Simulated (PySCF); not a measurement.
Species: Sn(CCH)Me3, C5H10Sn.
Bonds: Sn1–C2, Sn1–C5, Sn1–C9, Sn1–C13, C2–C3. Hydrogens: H4 on C3; H6, H7, H8 on C5; H10, H11, H12 on C9; H14, H15, H16 on C13.

Method: PBE0-D3(BJ)/def2-SVP geometry optimisation, gas phase, def2 core potentials past Kr (PySCF).

How far are the bound atoms from Sn1?

4 atoms: C2 2.111 Å, C5 2.147 Å, C13 2.148 Å, C9 2.148 Å. The nearest atom not counted as bound is H7, at 2.72 Å (others tie with it).

List the angles at Sn1.

```tsv
angle	degrees	distance of the outer atoms (Å)
C9–Sn1–C13	111.8	3.56
C5–Sn1–C13	111.6	3.55
C5–Sn1–C9	111.6	3.55
C2–Sn1–C9	107.3	3.43
C2–Sn1–C5	107.2	3.43
C2–Sn1–C13	107.1	3.43
```

What is the shape at Sn1?

Tetrahedral: angles from 107.1° to 111.8°; τ4 = (360° − α − β)/141° = 0.97 with α and β the two widest (0 for a square, 1 for a tetrahedron). The Sn–C distances aren't all alike: 2.111 to 2.148 Å.

What are the other bond lengths?

C2–C3 1.219 Å; C3–H4 1.076 Å; C5–H6 and 8 like bonds 1.099 Å.

Give some angles away from the centre.

Sn1–C2–C3 179.3°.

Point group: near C3v, missed by 0.22 Å at most; the miss may be what the optimiser left on a soft mode (C3 holds within 0.08 Å). Charge 0, singlet. Whether it is a minimum is left open (no frequencies).
